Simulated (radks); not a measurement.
All-electron atom: the chlorine ion Cl3+ in [Ne] 3s2 3p2.

Calculated with a radial shooting solver on a logarithmic mesh with Libxc functionals: non-relativistic Kohn-Sham, PBE, spin-unpolarised, spherical densities, point nucleus.

Energy parts (hartree):
part                       energy
total                  -457.10855
kinetic                 456.62871
electron-nucleus      -1065.54869
Hartree                 178.51894
exchange-correlation    -26.70751

Orbitals (lengths in bohr, moments of r in powers of bohr; r(90%) holds 90 % of the orbital's charge):
| orbital | occ. | eigenvalue (hartree) | <r^4> | <r^2> | <1/r> | r(90%) |
|---|---|---|---|---|---|---|
| 1s | 2 | -102.4205 | 0.0003245 | 0.01123 | 16.55 | 0.163 |
| 2s | 2 | -10.87272 | 0.09969 | 0.2355 | 3.291 | 0.696 |
| 2p | 6 | -8.69627 | 0.08958 | 0.2054 | 3.206 | 0.674 |
| 3s | 2 | -2.15558 | 7.864 | 2.244 | 0.9879 | 2.08 |
| 3p | 2 | -1.65787 | 11.67 | 2.673 | 0.8912 | 2.30 |

The highest occupied level is 3p at -45.113 eV. The density falls to 0.001 e/bohr^3 at r = 3.06 bohr. Virial ratio -V/T = 2.00105. For comparison, the ionisation energy in NIST's Atomic Spectra Database is 53.2 eV (semi-empirical). In exact Kohn-Sham theory the highest level is minus the ionisation energy, but local and semilocal functionals leave it too shallow, through self-interaction and a potential that decays too fast; potentials with the right tail come closer. Summed over all electrons, <r^2> = 11.56 bohr^2, which gives a Langevin (diamagnetic) susceptibility term of -9.16 x 10^-6 cm^3/mol. The electron density at the nucleus is 3231 e/bohr^3.

Beside tabulated values, note that spin-unpolarised runs miss the spin-polarisation part of the exchange energy of open shells.
